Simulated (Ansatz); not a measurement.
The same molecule with X = O, S, Se, Te. Ansatz, PBE0-D4/def2-TZVP geometries, multiplicity 1. Each molecule was computed in one conformer, which needn't be the lowest.

Elements past krypton have def2 core potentials. Scalar relativity is left out up to krypton.

```tsv
X	molecule	mean X–H bond length / Å	mean X–Si bond length / Å	size of the dipole moment (PBE/def2-TZVPP) / D	HOMO–LUMO gap (PBE/def2-TZVPP) / eV	HOMO–LUMO gap (PBE0/def2-TZVPP) / eV
O	`CC[SiH2]O`	0.957	1.653	1.55	6.18	8.43
Se	`CC[SiH2][SeH]`	1.470	2.286	1.63	5.11	7.12
Te	`CC[SiH2][TeH]`	1.659	2.501	1.45	4.10	5.94
```

Task: Give the row for X = S, `CC[SiH2]S`. (Best estimate.)

Result: Ansatz gave: 
| X | molecule | mean X–H bond length / Å | mean X–Si bond length / Å | size of the dipole moment (PBE/def2-TZVPP) / D | HOMO–LUMO gap (PBE/def2-TZVPP) / eV | HOMO–LUMO gap (PBE0/def2-TZVPP) / eV |
| --- | --- | --- | --- | --- | --- | --- |
| S | `CC[SiH2]S` | 1.344 | 2.143 | 1.76 | 5.60 | 7.69 |

From O to Te the mean X–H bond length rises at each step, by 0.702 Å in all; the mean X–Si bond length rises at each step, by 0.848 Å in all; the HOMO–LUMO gap (PBE/def2-TZVPP) falls at each step, by 2.08 eV in all; the HOMO–LUMO gap (PBE0/def2-TZVPP) falls at each step, by 2.49 eV in all. Bonds lengthen as the atom grows down the group. Dipoles are sizes alone, and their direction can turn along the series.

Spin–orbit coupling is left out; it splits and shifts lone-pair levels of the heavy atoms by tenths of an eV.
